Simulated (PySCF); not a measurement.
# AlF₃: adding exact exchange

Base calculation in PySCF with density fitting and no spin–orbit coupling, PBE/def2-TZVP (no relativity): singlet, D3h, Al–F 1.647 Å (×3); wavenumbers 233 (×2), 278, 664, 920 (×2) cm⁻¹; gap between the highest occupied and lowest empty levels 7.10 eV, polar-tensor charge of Al 1.79 e, atomisation energy (no zero-point energy) 1779 kJ/mol.

Q: What changes on going to PBE0/def2-TZVP (no relativity)?

A: The point group stays the same. Changes: mean bond to Al -0.018 Å, highest wavenumber +42 cm⁻¹, lowest wavenumber +10 cm⁻¹, gap between the highest occupied and lowest empty levels +3.13 eV, polar-tensor charge of Al +0.11 e, atomisation energy (no zero-point energy) -60 kJ/mol. The new structure has Al–F 1.629 Å (×3), with wavenumbers 243 (×2), 291, 697, 962 (×2) cm⁻¹. Exact exchange shortens and stiffens the bonds and opens the gap, the usual pattern.

Only the bonding shown was studied: isomers, or loss of a ligand pair, can lie lower.
